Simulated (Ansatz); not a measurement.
`F[Si]O[SiH3]` + `C[CH2][Sn][CH2]C` → `CC[Si]O[SiH3]` + `C[CH2][Sn][F]`  (redistribution)

Calculated with Ansatz (gas phase, PBE0-D4/def2-TZVP geometries, no zero-point term in ΔE). CCSD(T)/CBS is the MP2 limit (def2-TZVPP, def2-QZVPP) plus CCSD(T) − MP2 in def2-TZVPP, frozen cores. Functionals use def2-TZVPP. def2 core potentials past Kr. For Sn outer-core shells are correlated without core-valence functions, which leaves a few kJ/mol of doubt a bond. One conformer a species, not always the lowest.

```
             level  ΔE (kJ/mol)  difference from CCSD(T)/CBS
       LDA (SPW92)         60.4                         -7.2
        r2SCANh-D4         60.6                         -7.0
        r2SCAN0-D4         63.9                         -3.7
          PBE-QIDH         69.5                          1.9
               PBE         53.6                        -14.0
           r2SCAN0         63.7                         -3.9
           LC-ωPBE         56.9                        -10.7
RPA@PBE/def2-TZVPP         74.4                          6.8
     HF/def2-QZVPP         66.6                         -1.0
    CCSD/CBS(def2)         67.5                         -0.1
       CCSD(T)/CBS         67.6                            0
```

Question: What do rigid-rotor, harmonic-oscillator terms from PBE0-D4/def2-TZVP frequencies (298.15 K, 1 bar) make of the CCSD(T)/CBS value? (Estimate.)

Answer: Computed: ΔZPE = -0.9 kJ/mol, ΔH = +66.6 kJ/mol, ΔS = -4 J/(mol·K), ΔG = +67.8 kJ/mol. Modes under 50 cm⁻¹ make the entropy rough.

Largest T1 diagnostic among the species: 0.015.

In def2-TZVPP, CCSD(T) changes the Hartree–Fock value by +7.7 kJ/mol (the triples alone add +0.1 kJ/mol) and MP2 by +12.6 kJ/mol. From PBE to PBE0 (25 % exact exchange), in def2-TZVPP and without D4, ΔE moves by +6.4 kJ/mol. At CCSD(T), def2-SVP lies −5.7 kJ/mol from the extrapolated value and def2-TZVPP +7.8 kJ/mol.
